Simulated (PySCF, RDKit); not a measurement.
The same groups moved round the core (cyclohexane formyl+silyl). All species are isolated molecules in the gas phase. One relaxed conformer stands for each flexible species; it need not be the lowest. Strings in code marks are SMILES.

Quantity: electronic energy of isomers of C7H14OSi relative to `O=CC1([SiH3])CCCCC1` (O–C–C–Si torsion 100°), in kcal/mol. Force-field values (RDKit) are differences of steric energies, which aren't made for comparing isomers with other bonds.

Level 1: PBE-D3(BJ)/def2-TZVP // PBE-D3(BJ)/def2-SVP (PySCF)
Level 2: PBE/6-31G* // PBE-D3(BJ)/def2-SVP (PySCF)
Level 3: MMFF94, relaxed from the DFT geometry (RDKit)
Level 4: UFF, relaxed from the DFT geometry (RDKit)

| species | level 1 | level 2 | level 3 | level 4 |
|---|---|---|---|---|
| `O=C[C@@H]1CCC[C@H]([SiH3])C1` (O–C–C–C torsion 122°) | 2.29 | 2.17 | 17.0 | -1.96 |
| `O=C[C@H]1CC[C@H]([SiH3])CC1` (O–C–C–C torsion 1°) | 1.82 | 1.25 | 15.8 | -2.44 |
| `O=C[C@@H]1CCCC[C@@H]1[SiH3]` (O–C–C–C torsion 145°) | 2.50 | 1.64 | 10.8 | 1.84 |
| `O=C[C@H]1CC[C@@H]([SiH3])CC1` (O–C–C–C torsion 133°) | 2.25 | 1.86 | 15.1 | -1.05 |
| `O=C[C@@H]1CCCC[C@H]1[SiH3]` (O–C–C–C torsion 103°) | 2.88 | 2.87 | 11.4 | -0.72 |
